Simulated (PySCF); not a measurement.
Species: C4H8F2Si.
Numbering: `[F:1][CH:2]([F:3])[C@@H:4]1[CH2:5][CH2:6][SiH2:7]1` (hydrogens: H8 on C2; H9 on C4; H10, H11 on C5; H12, H13 on C6; H14, H15 on Si7)

Cartesian coordinates in Å at the PBE0-D3(BJ)/def2-SVP level; atoms count from 1:
```
atom  x, y, z in Å
F1     2.6683    0.9969    0.0452
C2     1.9029   -0.1179   -0.0425
F3     2.5355   -1.0986    0.6532
C4     0.5430    0.1392    0.5231
C5    -0.4987   -1.0042    0.4185
C6    -1.8126   -0.1880    0.3039
Si7   -0.7477    1.2403   -0.3411
H8     1.8756   -0.4318   -1.1027
H9     0.6670    0.4585    1.5721
H10   -0.3280   -1.5725   -0.5123
H11   -0.4625   -1.7306    1.2461
H12   -2.2210    0.0484    1.2996
H13   -2.6127   -0.6312   -0.3040
H14   -0.5813    1.2294   -1.8277
H15   -0.9681    2.6423    0.1240
```

Level of theory: PBE0-D3(BJ)/def2-SVP geometry optimisation, gas phase in PySCF 2.14.0.

Masses are those of the commonest isotopes; rigid-rotor values at the optimised geometry. The values belong to one conformer with, in the numbering `[F:1][CH:2]([F:3])[C@@H:4]1[CH2:5][CH2:6][SiH2:7]1`, F1–C2–C4–C5 176°, C2–C4–C5–C6 -149°, C4–C5–C6–Si7 23°, C5–C6–Si7–C4 -19°, C2–C4–Si7–C6 140°.

(1) Give the principal moments of inertia and the rotational constants in MHz.

(2) What kind of rotor is it?

(3) What does the inertial defect say?

(4) List the rotational levels J(Ka,Kc) to J = 3 (MHz).

(5) Which types of transition are allowed, and where do some lines up to J = 3 fall?

(6) Estimate the classical rotational partition function at 10 K, 50 K and 298.15 K.

Answers

(1) Ia = 128.99, Ib = 353.96, Ic = 456.02 u·Å²; 505379 MHz·u·Å²/I gives A = 3918, B = 1428, C = 1108 MHz.

(2) An asymmetric top; Ray's κ = -0.773.

(3) Not planar: Δ = Ic − Ia − Ib = -26.93 u·Å². For a rigid frame Δ = −2 Σ m c², so Σ m c² = 13.46 u·Å² lies off the ab plane: 10.23 from hydrogen and 3.24 from heavier atoms. The atom farthest from that plane is 1.49 Å away.

(4) Above 0(0,0):
J = 1: 1(0,1) 2536, 1(1,1) 5026, 1(1,0) 5346
J = 2: 2(0,2) 7579, 2(1,2) 9779, 2(1,1) 10737, 2(2,1) 18208, 2(2,0) 18237
J = 3: 3(0,3) 15074, 3(1,3) 16890, 3(1,2) 18806, 3(2,2) 25816, 3(2,1) 25959, 3(3,1) 39083, 3(3,0) 39085
The levels of one J sum to (2J + 1)J(J + 1)(A + B + C)/3.

(5) The dipole components are |μa| = 2.25 D, |μb| = 0.46 D, |μc| = 0.43 D. Intensities carry the squares of the components, which stand as 1.00 : 0.04 : 0.04 (a : b : c). Some lines, for components of 0.1 D or more:

```json
{"type": "c", "branch": "Q", "J(Ka,Kc)": "2(1,2) ← 2(0,2)", "MHz": "2199", "lower level (cm⁻¹)": "0.253"}
{"type": "b", "branch": "Q", "J(Ka,Kc)": "1(1,0) ← 1(0,1)", "MHz": "2810", "lower level (cm⁻¹)": "0.085"}
{"type": "a", "branch": "R", "J(Ka,Kc)": "3(2,2) ← 2(2,1)", "MHz": "7608", "lower level (cm⁻¹)": "0.607"}
{"type": "c", "branch": "R", "J(Ka,Kc)": "2(1,1) ← 1(0,1)", "MHz": "8201", "lower level (cm⁻¹)": "0.085"}
{"type": "c", "branch": "R", "J(Ka,Kc)": "3(1,2) ← 2(0,2)", "MHz": "11227", "lower level (cm⁻¹)": "0.253"}
{"type": "c", "branch": "R", "J(Ka,Kc)": "2(2,0) ← 1(1,0)", "MHz": "12891", "lower level (cm⁻¹)": "0.178"}
{"type": "c", "branch": "Q", "J(Ka,Kc)": "3(3,1) ← 3(2,1)", "MHz": "13125", "lower level (cm⁻¹)": "0.866"}
{"type": "b", "branch": "R", "J(Ka,Kc)": "2(2,0) ← 1(1,1)", "MHz": "13211", "lower level (cm⁻¹)": "0.168"}
{"type": "b", "branch": "Q", "J(Ka,Kc)": "3(3,1) ← 3(2,2)", "MHz": "13267", "lower level (cm⁻¹)": "0.861"}
{"type": "c", "branch": "R", "J(Ka,Kc)": "3(2,1) ← 2(1,1)", "MHz": "15221", "lower level (cm⁻¹)": "0.358"}
```

(6) Point group C1, symmetry number σ = 1; q = (√π/σ)·√((kT/h)³/(ABC)), k/h = 20836.6 MHz/K: 2140 at 10 K, 23900 at 50 K, 349000 at 298.15 K.

PBE0-D3(BJ)/def2-SVP frequencies: not computed here. Constants of a rigid frame at the computed geometry: no zero-point averaging, no centrifugal distortion.

On one thread of an Arm Neoverse N1, on a shared host, this took 3.1 min and 0.63 GiB of memory at its peak. These figures are those of the optimisation.
